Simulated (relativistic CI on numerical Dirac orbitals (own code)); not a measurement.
## d1 to d9 in one tetrahedral field

Computed with a parametric ligand-field model without spin-orbit coupling, by exact diagonalisation: B = 660, C = 2810, 10Dq = -7800 cm⁻¹ (Td; |10Dq|/B = 11.8) for every shell. Energies in cm⁻¹; the field energy is (0.6 n_e − 0.4 n_t2) × 10Dq of the ground term; g labels are left out.

```csv
Shell,Ground term,Electrons in e,Field energy,First spin-allowed bands,Lowest term of other spin
d1,2E,1.000,-4680,2T2 7800,
d2,3A2,2.000,-9360,"3T2 7800, 3T1 12582",1E 10585
d3,4T1,1.933,-5719,"4T2 6880, 4A2 14680",2E 5493
d4,5T2,2.000,-3120,5E 7800,1A1 7765
d5,6A1,2.000,0,none,4T1 14859
d6,5E,3.000,-4680,5T2 7800,3T1 8512
d7,4A2,4.000,-9360,"4T2 7800, 4T1 12582",2E 12919
d8,3T1,3.933,-5719,"3T2 6880, 3A2 14680",1T2 9970
d9,2T2,4.000,-3120,2E 7800,
```

Every shell keeps the spin of the free ion. Tetrahedral fields of 3d complexes are almost always too weak to pair spins. High-spin d^(n+5) repeats the spin-allowed bands of d^n, since the half-filled shell is spherical.
